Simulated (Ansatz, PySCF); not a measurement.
Gas-phase reaction (SMILES): C1CN2CCN1CC2 + 6 C (CH4) + 4 N (NH3) → 3 CC (C2H6) + 6 CN (CH5N) [methanamine]; bond separation energy.

Each molecule is optimised on its own at B3LYP-D3(BJ)/def2-TZVP (Ansatz, a program for electronic structure), one conformer each, not searched for the lowest. Correlated levels leave the core frozen unless marked. Spin-orbit coupling is left out. Non-relativistic. CBS(X,Y): correlation extrapolated as X^-3; Hartree-Fock from the larger set. The bracket is a focal-point correction in the basis named. Thermal terms are rigid-rotor harmonic-oscillator values from B3LYP-D3(BJ) frequencies (Ansatz or PySCF) at 298.15 K and 1 atm. 1 Eh = 627.5095 kcal/mol.

| species | E, RI-MP2/CBS(cc-pVTZ,cc-pVQZ)+[CCSD(T)-MP2]/cc-pVTZ (Ansatz) (Eh) | E, r2SCAN-D4/def2-TZVPD (Ansatz + dftd4) (Eh) | H - E (Eh) |
|---|---|---|---|
| C1CN2CCN1CC2 | -344.90471 | -345.25467 | 0.19041 |
| C (CH4) | -40.46125 | -40.49957 | 0.04840 |
| CC (C2H6) | -79.71807 | -79.79874 | 0.07887 |
| CN (CH5N) | -95.75026 | -95.83428 | 0.06816 |
| N (NH3) | -56.50668 | -56.54744 | 0.03799 |

Task: Work out ΔE and ΔH at 298.15 K at the first level, then ΔH at the second.

Result: 
1. ΔE = [3×(-79.71807) + 6×(-95.75026)] - [(-344.90471) + 6×(-40.46125) + 4×(-56.50668)] = 0.04316 Eh = 27.1 kcal/mol at RI-MP2/CBS(cc-pVTZ,cc-pVQZ)+[CCSD(T)-MP2]/cc-pVTZ.
2. The terms H - E add up to 0.01280 Eh, so ΔH = (0.04316 + (0.01280))×627.5095 = 35.1 kcal/mol.
3. At r2SCAN-D4/def2-TZVPD the same steps give ΔE = 25.1 and ΔH = 33.1 kcal/mol, a shift of -2.0 from the first level.
4. These values are not checked against measurement here, since the tables used lack a sound gas-phase enthalpy of formation for at least one species.
